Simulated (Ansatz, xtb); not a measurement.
## Ranking isomers of C5H8OS

5 gas-phase structures of C5H8OS, from a drawn sample of its isomers (lower ones may exist). Each was relaxed with GFN2-xTB; where two conformers were screened, the lower at r2SCAN-D4/def2-SVP is listed:

A. `CC/C(S)=C1/CO1`, a singlet
B. `C/C=C(/S)[C@@H]1CO1`, a singlet
C. `C/C=C(\S)[C@@H]1CO1`, a singlet
D. `CC/C(S)=C1\CO1`, a singlet
E. `CCC(=S)[C@@H]1CO1`, a singlet

Task: Which do you expect lowest at r2SCAN-D4/def2-SVP, and how would the others follow?

Result: Calculated order at r2SCAN-D4/def2-SVP: E (0.0), C (1.4), B (4.3), D (12.0), A (12.8) kcal/mol. Less than 1 kcal/mol parts D and A, so the order within that pair means little.

Energies above the lowest of each column, in kcal/mol; the last columns are at PBE0-D3(BJ)/def2-SVP geometries:

| structure | GFN2-xTB | HF/STO-3G | r2SCAN-D4/def2-SVP | PBE0-D3(BJ)/def2-SVP | CCSD(T)/def2-SVP + ΔMP2/def2-TZVPP |
| --- | --- | --- | --- | --- | --- |
| E | 0.0 | 2.7 | 0.0 | 0.0 | 0.0 |
| C | 1.9 | 0.0 | 1.4 | 0.0 | 0.9 |
| B | 2.9 | 1.6 | 4.3 | 2.3 | 3.1 |
| D | 7.0 | 7.0 | 12.0 | 11.3 | 12.2 |
| A | 7.3 | 7.6 | 12.8 | 10.2 | 11.4 |

CCSD(T)/def2-SVP + ΔMP2/def2-TZVPP has C and E within 1 kcal/mol of each other at the bottom, and every level picks one of them. CCSD(T)/def2-SVP + ΔMP2/def2-TZVPP orders those it was run on as E (0.0), C (0.9), B (3.1), A (11.4), D (12.2) kcal/mol. Less than 1 kcal/mol parts E and C; A and D, so the order within those pairs means little. Flexible structures stand in one conformer each, not always the lowest. Frequencies (GFN2-xTB) were run for B, C, D, E alone. ΔMP2 is the change of the MP2 energy from the smaller to the larger basis.

Over these structures GFN2-xTB departs from r2SCAN-D4/def2-SVP by 2.4 kcal/mol on average once a common shift is removed. A GFN2-xTB relaxation took about 1.1 s and the r2SCAN-D4/def2-SVP energy about 12 s on a shared host (Ansatz 0.2.0, xtb 6.7.1).
